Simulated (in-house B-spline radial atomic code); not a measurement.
Radial electron density of the mercury ion Hg⁴⁺, [Xe] 4f14 5d8. Level of theory: scalar-relativistic (X2C) PBE0, spin-polarised, spherical fractional occupations, exact exchange averaged over the configuration, Fermi nucleus of rms radius 5.4648 fm; calculated with a radial B-spline atomic code at the basis-set limit.

One-electron X2C: radii and densities carry no picture-change correction, so inner-shell <1/r> comes out high (for 1s by about 2 % at Z = 33, 5 % at 54, 10 % at 75, 30 % at 118) and <r> low.

Columns: r (bohr), 4πr²n(r) (electrons per bohr), bar.

```
0.000308    3.915 #
 0.00038    5.199 ##
0.000468    6.861 ##
0.000578    9.051 ###
0.000712    11.85 ###
0.000878    15.45 #####
 0.00108    19.97 ######
 0.00133    25.67 ########
 0.00164    32.75 ##########
 0.00203    41.51 ############
  0.0025    51.62 ###############
 0.00308    63.17 ###################
  0.0038    75.84 ######################
 0.00469    88.79 ##########################
 0.00578    100.7 ##############################
 0.00712    110.1 ################################
 0.00878    115.3 ##################################
  0.0108    115.3 ##################################
  0.0133    110.3 #################################
  0.0165    102.7 ##############################
  0.0203    97.82 #############################
   0.025      101 ##############################
  0.0308    114.8 ##################################
   0.038    134.9 ########################################
  0.0469    149.3 ############################################
  0.0578    146.8 ###########################################
  0.0712    129.9 ######################################
  0.0878    116.7 ##################################
   0.108    123.4 ####################################
   0.133    138.7 #########################################
   0.165    131.8 #######################################
   0.203     99.8 #############################
    0.25     77.6 #######################
   0.308    84.38 #########################
    0.38    91.93 ###########################
   0.469    73.87 ######################
   0.578    45.32 #############
   0.712    28.56 ########
   0.878    22.95 #######
    1.08    18.35 #####
    1.33    11.79 ###
    1.65    5.709 ##
    2.03    2.175 #
     2.5   0.6056 
    3.08   0.1124 
     3.8  0.01196 
    4.69 0.0006307
```

On this grid the curve has 4 maxima, near 0.00878, 0.0469, 0.133, 0.38 bohr.

The 5d down radial function P(r) = rR(r), positive near the nucleus:

```
r (bohr)         P
 0.00578  0.001134
 0.00878  0.003354
  0.0133  0.009591
  0.0203    0.0266
  0.0308   0.06702
  0.0469    0.1491
  0.0712    0.2661
   0.108    0.3259
   0.165    0.1342
    0.25   -0.3015
    0.38   -0.4579
   0.578    0.1056
   0.878    0.8276
    1.33    0.9209
    2.03    0.4885
    3.08    0.1207
    4.69  0.009432
```
